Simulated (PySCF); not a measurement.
C7H7ClO.
Atom-mapped SMILES: `[O:1]=[CH:2][C:3]#[C:4][C@H:5]1[CH2:6][C@H:7]([Cl:8])[CH2:9]1` (hydrogens: H10 on C2; H11 on C5; H12, H13 on C6; H14 on C7; H15, H16 on C9)

The geometry is computed with GFN2-xTB (gas phase).

Question: What internal coordinates does the optimisation give?

Answer: 
| bond | length (Å) |
| --- | --- |
| O1=C2 | 1.202 |
| C2–C3 | 1.425 |
| C3≡C4 | 1.206 |
| C4–C5 | 1.437 |
| C5–C6, C5–C9 | 1.548 |
| C6–C7, C7–C9 | 1.532 |
| C7–Cl8 | 1.778 |
| C2–H10 | 1.109 |
| C5–H11 | 1.092 |
| C6–H12, C9–H15 | 1.088 |
| C6–H13, C9–H16 | 1.087 |
| C7–H14 | 1.089 |

Bonds in one row agree within 0.01 Å and their mean is given. A selection of angles:
| angle | degrees |
| --- | --- |
| O1–C2–C3 | 125.6 |
| C2–C3–C4 | 179.0 |
| C3–C4–C5 | 178.6 |
| C4–C5–C6 | 114.1 |
| C6–C5–C9 | 89.3 |
| C5–C6–C7 | 89.2 |
| C6–C7–Cl8 | 115.5 |
| C6–C7–C9 | 90.5 |

Dihedral angles: C4–C5–C6–C7 106° (anticlinal); C5–C6–C7–Cl8 129° (anticlinal); C6–C7–C9–C5 -10° (synperiplanar); C4–C5–C9–C7 -106° (anticlinal).

The 4-membered ring C5–C6–C7–C9 has internal angles of 89.2° to 90.5° (sum 358°, against 360° for a flat polygon); it is slightly puckered (a soft mode that the optimisation may not have finished), 0.07 Å rms from its mean plane, widest ring torsion 10°. The 7 C–C bonds span 1.206 Å (C3≡C4, drawn triple) to 1.549 Å (C5–C9, drawn single), a spread of 0.343 Å.

Point group: C1 (no symmetry element, even within 0.4 Å). Not checked by GFN2-xTB frequencies. The numbers are those of one conformer.
